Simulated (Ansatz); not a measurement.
Pulling on the Mg1–O2 bond in MgO (multiplicity 1 held). Energies count from the point at 1.739 Å.


R- and RO- levels are restricted; in cc, def2 and unpolarised 6-31G sets they are followed outwards from rest. U- levels take the lowest unrestricted solution at each point, which mixes spins at long bonds. Full CI gives the lowest state of the spin. Levels need not reach the same state.

Correlated levels freeze the cores.

Run with Ansatz (a quantum-chemistry and plane-wave program) with Gaussian orbitals. Values without a source in brackets are computed.

```tsv
level	energy at R = 6.958 Å (eV)
R-HF/6-31G	1.393
U-HF/6-31G	1.706
R-MP2/6-31G	4.642
U-MP2/6-31G	2.322
R-SCS-MP2/6-31G	4.308
U-SCS-MP2/6-31G	2.133
FCI/6-31G	…
```

Q: What belongs in the gaps?

A: 
- FCI/6-31G, energy at R = 6.958 Å (eV): 3.549

Doubts at one or more of the structures used: a restricted determinant that unrestricted orbitals would lower (R-HF/6-31G, R-MP2/6-31G, R-SCS-MP2/6-31G); a spin-contaminated determinant (U-HF/6-31G, U-MP2/6-31G, U-SCS-MP2/6-31G).
